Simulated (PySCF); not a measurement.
## Electron correlation in N (nitrogen, neutral)

[He] 2s1 2p4, high-spin 4P determinant (an excited configuration). Computed with PySCF 2.14 in aug-cc-pVQZ-DK (6s5p4d3f2g, 80 functions), with the spin-free X2C one-electron Hamiltonian (Gaussian nucleus). Frozen: 1s2; 5 electrons correlated.

| level | correlation energy (mhartree) |
| --- | --- |
| CCSD | -119.13 |
| (T) | -5.29 |
| CCSD(T) | -124.42 |

Diagnostics: T1 = 0.027, D1 = 0.0732, largest double amplitude 0.145.

Cost of the coupled-cluster step: about 30 core-seconds, for 5 correlated electrons.
